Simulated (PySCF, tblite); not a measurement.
C6H14OSi2.
Numbering: `[CH3:1][C:2]#[C:3][SiH2:4][C@@H:5]([SiH3:6])[CH2:7][CH2:8][OH:9]` (hydrogens: H10, H11, H12 on C1; H13, H14 on Si4; H15 on C5; H16, H17, H18 on Si6; H19, H20 on C7; H21, H22 on C8; H23 on O9)

Geometry (GFN2-xTB, Å), atoms numbered from 1 in this order:
```
atom  x, y, z in Å
C1     3.733   -0.164    1.553
C2     2.644   -0.412    0.637
C3     1.729   -0.625   -0.121
Si4    0.298   -0.882   -1.268
C5    -0.997    0.486   -0.945
Si6   -2.173    0.704   -2.432
C7    -1.825    0.291    0.330
C8    -1.029    0.332    1.643
O9    -0.471   -0.903    2.014
H10    3.341    0.193    2.505
H11    4.403    0.591    1.140
H12    4.295   -1.082    1.723
H13    0.818   -0.772   -2.636
H14   -0.275   -2.211   -1.025
H15   -0.448    1.430   -0.836
H16   -3.101    1.805   -2.154
H17   -1.399    1.019   -3.634
H18   -2.939   -0.525   -2.648
H19   -2.580    1.081    0.385
H20   -2.355   -0.663    0.291
H21   -1.708    0.591    2.462
H22   -0.252    1.108    1.581
H23    0.286   -1.090    1.444
```

Computed with PBE0/pcSseg-1 in PySCF (dipole) on a GFN2-xTB geometry, gas phase.

Masses are those of the commonest isotopes; rigid-rotor values at the optimised geometry. The values belong to one conformer with, in the numbering `[CH3:1][C:2]#[C:3][SiH2:4][C@@H:5]([SiH3:6])[CH2:7][CH2:8][OH:9]`, C3–Si4–C5–Si6 160°, Si4–C5–C7–C8 64°, C5–C7–C8–O9 -86°, C7–C8–O9–H 74°.

Task: What are A, B and C (MHz)?

Result: Ia = 304.09, Ib = 804.15, Ic = 997.73 u·Å²; 505379 MHz·u·Å²/I gives A = 1662, B = 628.5, C = 506.5 MHz.

Task: What kind of rotor is it?

Result: An asymmetric top. Ray's parameter κ = (2B − A − C)/(A − C) = -0.789; −1 is the prolate and +1 the oblate limit.

Task: What does the inertial defect say?

Result: Not planar: Δ = Ic − Ia − Ib = -110.51 u·Å². For a rigid frame Δ = −2 Σ m c², so Σ m c² = 55.25 u·Å² lies off the ab plane: 17.63 from hydrogen and 37.63 from heavier atoms. The atom farthest from that plane is 2.12 Å away.

Task: Give the other two planar moments, Paa and Pbb, and the rms extents of the mass along the axes.

Result: Paa = Σ m a² = (Ib + Ic − Ia)/2 = 748.89 and Pbb = Σ m b² = (Ia + Ic − Ib)/2 = 248.84 u·Å². With the mass M = 158.06 u, the rms extents √(P/M) along a, b and c are 2.18, 1.25, 0.59 Å.

Task: Where do the levels up to J = 5 lie, in cm⁻¹?

Result: Above 0(0,0):
J = 1: 1(0,1) 0.0379, 1(1,1) 0.0723, 1(1,0) 0.0764
J = 2: 2(0,2) 0.1132, 2(1,2) 0.1440, 2(1,1) 0.1562, 2(2,1) 0.2596, 2(2,0) 0.2599
J = 3: 3(0,3) 0.2255, 3(1,3) 0.2513, 3(1,2) 0.2756, 3(2,2) 0.3732, 3(2,1) 0.3749, 3(3,1) 0.5559, 3(3,0) 0.5559
J = 4: 4(0,4) 0.3737, 4(1,4) 0.3939, 4(1,3) 0.4345, 4(2,3) 0.5244, 4(2,2) 0.5293, 4(3,2) 0.7080, 4(3,1) 0.7081, 4(4,1) 0.9630, 4(4,0) 0.9630
J = 5: 5(0,5) 0.5568, 5(1,5) 0.5717, 5(1,4) 0.6323, 5(2,4) 0.7129, 5(2,3) 0.7240, 5(3,3) 0.8983, 5(3,2) 0.8988, 5(4,2) 1.1530, 5(4,1) 1.1530, 5(5,1) 1.4809, 5(5,0) 1.4809
The levels of one J sum to (2J + 1)J(J + 1)(A + B + C)/3.

Task: Which types of transition are allowed, and where do some lines up to J = 3 fall?

Result: The dipole components are |μa| = 1.21 D, |μb| = 0.77 D, |μc| = 1.79 D. Intensities carry the squares of the components, which stand as 0.45 : 0.19 : 1.00 (a : b : c). Some lines, for components of 0.1 D or more:

```
type  branch         J(Ka,Kc)   MHz  lower level (cm⁻¹)
   a       Q  2(1,1) ← 2(1,2)   366               0.144
   b       R  3(1,2) ← 2(2,1)   481               0.260
   b       Q  1(1,0) ← 1(0,1)  1155               0.038
   b       R  2(0,2) ← 1(1,1)  1226               0.072
   a       R  2(1,2) ← 1(1,1)  2148               0.072
   b       R  1(1,1) ← 0(0,0)  2168               0.000
   a       R  2(0,2) ← 1(0,1)  2260               0.038
   c       R  1(1,0) ← 0(0,0)  2290               0.000
   c       Q  3(2,2) ← 3(1,2)  2924               0.276
   b       Q  3(2,1) ← 3(1,2)  2974               0.276
   c       Q  2(2,1) ← 2(1,1)  3100               0.156
   a       R  3(2,1) ← 2(2,0)  3445               0.260
   b       Q  2(2,1) ← 2(1,2)  3466               0.144
   a       R  3(1,2) ← 2(1,1)  3581               0.156
   b       Q  3(2,2) ← 3(1,3)  3655               0.251
   c       R  2(2,0) ← 1(1,0)  5502               0.076
   c       R  3(2,2) ← 2(1,2)  6871               0.144
   b       R  3(2,1) ← 2(1,2)  6922               0.144
   b       R  3(3,1) ← 2(2,0)  8873               0.260
   b       R  3(3,0) ← 2(2,1)  8884               0.260
```

Task: Estimate the classical rotational partition function at 50 K, 100 K and 500 K.

Result: Point group C1, symmetry number σ = 1; q = (√π/σ)·√((kT/h)³/(ABC)), k/h = 20836.6 MHz/K: 81900 at 50 K, 232000 at 100 K, 2590000 at 500 K.

Its GFN2-xTB frequencies are all real (lowest 24 cm⁻¹). No vibrational averaging or centrifugal distortion is included, and the geometry carries the error of its method. A rigid rotor knows nothing of internal rotation, which can split or shift real lines.

On one thread of an Arm Neoverse N1, no GPU, shared host with 64 logical CPUs at a one-minute load of 56, this took 2.0 min of wall time (with the writing of density and orbital grids) and 1.1 GiB of memory at its peak. This is the PBE0/pcSseg-1 job that gave the dipole, with the shieldings it also computed.
